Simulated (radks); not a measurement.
The numbers below are computed, except where a source is named.
All-electron atom: the krypton ion Kr19+ in [Ne] 3s2 3p5.

Code: a radial shooting solver on a logarithmic mesh with Libxc functionals. Model: Dirac Kohn-Sham, PBEsol, spin-unpolarised, spherical densities, finite nucleus; open shells are shared between the two j in proportion to 2j + 1; Fermi nuclear charge, rms radius 4.1884 fm.

Energy parts (hartree):
part                       energy
total                 -2584.45307
kinetic                2660.49732
electron-nucleus      -5751.18330
Hartree                 576.87541
exchange-correlation    -70.64250

Orbitals (lengths in bohr, moments of r in powers of bohr; r(90%) holds 90 % of the orbital's charge):
\begin{tabular}{lrrrrr}
orbital & occ. & eigenvalue (hartree) & <r> & <r^2> & r(90%) \\ \hline
1s1/2 & 2 & -547.3934 & 0.04151 & 0.002321 & 0.0743 \\
2s1/2 & 2 & -95.81622 & 0.1818 & 0.03896 & 0.281 \\
2p1/2 & 2 & -89.40043 & 0.1561 & 0.02980 & 0.255 \\
2p3/2 & 4 & -87.40087 & 0.1599 & 0.03116 & 0.260 \\
3s1/2 & 2 & -32.43314 & 0.4677 & 0.2489 & 0.681 \\
3p1/2 & 1.66667 & -30.22039 & 0.4548 & 0.2386 & 0.676 \\
3p3/2 & 3.33333 & -29.80112 & 0.4612 & 0.2452 & 0.684 \\
\end{tabular}

The highest occupied level is 3p3/2 at -810.93 eV. The density falls to 0.001 e/bohr^3 at r = 1.26 bohr.
